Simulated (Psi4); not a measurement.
Two rigid molecules brought together: H4Si ··· F4Si (SMILES [SiH4] and F[Si](F)(F)F). Monomers: optimised at B3LYP-D3(BJ) (def2-TZVP), held rigid. Orientation: lowest of the rigid-body minima from ten starts at GFN2-xTB. The monomers approach along the line of their centres of mass (distance R); nothing else relaxes.

Level of theory: SAPT0/jun-cc-pVDZ, frozen core run with Psi4.

Components in kcal/mol:

| R / Å | electrostatics | exchange | induction | dispersion | total |
|---|---|---|---|---|---|
| 3.39 | -3.26 | 12.99 | -1.18 | -2.85 | 5.71 |
| 3.54 | -1.79 | 8.02 | -0.75 | -2.19 | 3.29 |
| 3.78 | -0.60 | 3.65 | -0.36 | -1.46 | 1.24 |
| 3.95 | -0.22 | 2.07 | -0.21 | -1.10 | 0.54 |
| 4.15 | -0.01 | 1.06 | -0.12 | -0.80 | 0.13 |
| 4.37 | 0.07 | 0.51 | -0.06 | -0.57 | -0.05 |
| 4.67 | 0.09 | 0.18 | -0.03 | -0.36 | -0.12 |
| 4.91 | 0.08 | 0.08 | -0.02 | -0.26 | -0.12 |
| 5.43 | 0.04 | 0.01 | -0.01 | -0.13 | -0.08 |
| 6.12 | 0.02 | 0.00 | 0.00 | -0.06 | -0.04 |
| 7.11 | 0.01 | 0.00 | 0.00 | -0.02 | -0.02 |
| 8.41 | 0.00 | 0.00 | 0.00 | -0.01 | -0.01 |
